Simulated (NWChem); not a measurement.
**diantimony (Sb₂)**

```xyz
2

Sb     0.0000     0.0000     1.2580
Sb     0.0000     0.0000    -1.2580
```
Charge 0, spin multiplicity 1.

Everything below was run with NWChem. The geometry was optimised at PBE/def2-SVP with def2 effective core potentials on Sb, a minimum by its harmonic frequencies.

Symmetry labels belong to the abelian group D2h used in the runs, with the axes of the coordinates shown; states degenerate in a higher group split over its labels.

Effective core potentials replace the inner electrons of Sb; spin-orbit coupling is left out. B3LYP has NWChem's definition, with VWN1-RPA local correlation.

List the lowest 3 singlet excitations that TD-B3LYP/def2-SVPD with def2 effective core potentials on Sb, VWN1-RPA local correlation gives, with oscillator strengths.


```json
[
 {"state": "1", "symmetry": "au", "energy (eV)": "2.04", "wavelength (nm)": "608", "f": "0.000"},
 {"state": "2", "symmetry": "b1u", "energy (eV)": "2.44", "wavelength (nm)": "509", "f": "0.000"},
 {"state": "3", "symmetry": "au", "energy (eV)": "2.44", "wavelength (nm)": "509", "f": "0.000"}
]
```
